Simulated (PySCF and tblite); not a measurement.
Values are calculated unless marked as measured or tabulated.
Stationary points of C5H6ClNO at GFN2-xTB, in Å:

Structure A

```
 1 C    -2.785   -0.027    0.467
 2 C    -1.846    0.799    0.050
 3 N    -0.621    0.346   -0.508
 4 C     0.488    0.133    0.248
 5 O     0.512    0.300    1.449
 6 C     1.661   -0.324   -0.540
 7 C     2.809   -0.569    0.081
 8 Cl    4.222   -1.097   -0.712
 9 H    -2.667   -1.095    0.399
10 H    -3.700    0.338    0.896
11 H    -1.945    1.876    0.133
12 H    -0.584    0.206   -1.506
13 H     1.553   -0.447   -1.607
14 H     2.903   -0.441    1.150
```

Structure B

```
 1 C    -2.556    0.217    1.220
 2 C    -1.956    0.628    0.113
 3 N    -0.611    0.453   -0.215
 4 C     0.355   -0.161    0.533
 5 O     0.169   -0.654    1.625
 6 C     1.681   -0.164   -0.137
 7 C     2.720   -0.724    0.473
 8 Cl    4.286   -0.790   -0.194
 9 H    -2.027   -0.309    1.992
10 H    -3.603    0.408    1.368
11 H    -2.499    1.158   -0.658
12 H    -0.329    0.827   -1.109
13 H     1.775    0.289   -1.113
14 H     2.617   -1.175    1.450
```

Structure C

```
 1 C    -3.020    0.242    0.388
 2 C    -1.796    0.472    0.840
 3 N    -0.651   -0.043    0.255
 4 C     0.608    0.202    0.730
 5 O     0.823    0.891    1.705
 6 C     1.673   -0.456   -0.061
 7 C     2.945   -0.300    0.292
 8 Cl    4.252   -1.006   -0.542
 9 H    -3.203   -0.371   -0.479
10 H    -3.878    0.663    0.874
11 H    -1.589    1.082    1.706
12 H    -0.773   -0.624   -0.562
13 H     1.391   -1.052   -0.916
14 H     3.218    0.299    1.149
```

The path came from a restrained scan, a climbing-image band and a saddle search at GFN2-xTB; energies are PBE0/pcSseg-1 + D3(BJ)//GFN2-xTB, thermal terms GFN2-xTB.

Problem. Which structure is a saddle point, and along which motion?

Solution. A: one imaginary mode (182i cm⁻¹ at GFN2-xTB, mostly on H11, C1, H9), along the rotation about the C2–N3 bond (torsion C1–C2–N3–C4 from 180° to 359°, rising).

Problem. Give their symmetry and energies above the lowest.

Solution. A C1, 8.8 kcal/mol; B Cs, 2.1 kcal/mol; C Cs, 0.0 kcal/mol.
